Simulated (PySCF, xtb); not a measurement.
chloro(silyloxy)silane (ClH₅OSi₂), SMILES [SiH3]O[SiH2]Cl.

GFN2-xTB in xtb at its own geometry gives an orbital gap of 5.77 eV and a dipole moment of 1.93 D.

Geometry optimised at B3LYP-D3(BJ)/def2-SVP. Other conformers were not sampled.

Task: What does PBE0/def2-TZVP (PySCF) give? (The exact figures need the calculation; the answer reports its results.)

Result: gap 8.57 eV (levels -8.76 and -0.19 eV), dipole 0.94 D.
